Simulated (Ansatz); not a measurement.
The cluster Mg₃Si. The state is a triplet with charge 0. Geometry r2SCAN-D4/def2-TZVP; atoms count from 1.

Cartesian coordinates in Å:
```
Mg 0.709 0.638 -1.696
Mg 0.416 -1.833 0.680
Mg 0.188 1.274 1.254
Si -1.313 -0.079 -0.238
```

The structure comes from a short search, and lower isomers may exist.

**Question.** Estimate the Mulliken populations from the PBE0/def2-TZVP orbitals of Ansatz.

**Answer.** 
| atom | charge (e) | spin (α − β) |
| --- | --- | --- |
| Mg1 | 0.15 | 0.45 |
| Mg2 | 0.12 | 0.57 |
| Mg3 | 0.18 | 0.12 |
| Si4 | -0.45 | 0.86 |
Mulliken values depend strongly on the basis.

**Question.** Where does the spin sit?

**Answer.** Summed by element: Mg 1.14, Si 0.86, of 2 unpaired in all. Largest on single atoms: Si4 0.86, Mg2 0.57, Mg1 0.45.

**Question.** And the Mayer bond orders between heavy atoms (over 0.3)?

**Answer.** Mg1–Mg3 0.47 (3.06 Å); Mg1–Si4 0.87 (2.59 Å); Mg2–Mg3 0.36 (3.17 Å); Mg2–Si4 0.80 (2.63 Å); Mg3–Si4 1.04 (2.51 Å).
